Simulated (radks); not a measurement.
Q: The dysprosium ion Dy14+, 52 electrons, occupied as [Kr] 4d10 4f(5/2: 4, 7/2: 0) 5s2 (the NIST ground configuration). All-electron calculation, Dirac Kohn-Sham, BLYP, spin-unpolarised, spherical densities, finite nucleus; Fermi nuclear charge, rms radius 5.2218 fm. Program: a radial shooting solver on a logarithmic mesh with Libxc functionals. Some entries of the table are withheld. Estimate them.

orbital  occ.  eigenvalue (eV)  <r^2> (bohr^2)  r(max) (bohr)
1s1/2       2        -53904.31             (1)        0.01337
2s1/2       2        -9229.186             (2)        0.07622
2p1/2       2        -8793.521        0.006847        0.05740
2p3/2       4        -7993.200        0.008074        0.06342
3s1/2       2        -2296.736         0.06273         0.2157
3p1/2       2        -2106.543         0.05822         0.2031
3p3/2       4        -1940.257         0.06514         0.2157
3d3/2       4        -1612.812             (3)         0.1709
3d5/2       6        -1576.534             (4)         0.1744
4s1/2       2        -691.0886          0.3056         0.4907
4p1/2       2        -615.2526             (5)         0.4929
4p3/2       4        -575.9380             (6)         0.5184
4d3/2       4        -450.0632          0.3790         0.5191
4d5/2       6        -442.5786          0.3903         0.5270
5s1/2       2        -289.4256           1.262          1.029
4f5/2       4        -288.6646          0.4502         0.4904
4f7/2       0        -287.2590          0.4558         0.4938

A: 
(1) 1s1/2 <r^2> (bohr^2): 0.0006095
(2) 2s1/2 <r^2> (bohr^2): 0.009463
(3) 3d3/2 <r^2> (bohr^2): 0.05165
(4) 3d5/2 <r^2> (bohr^2): 0.05357
(5) 4p1/2 <r^2> (bohr^2): 0.3169
(6) 4p3/2 <r^2> (bohr^2): 0.3501
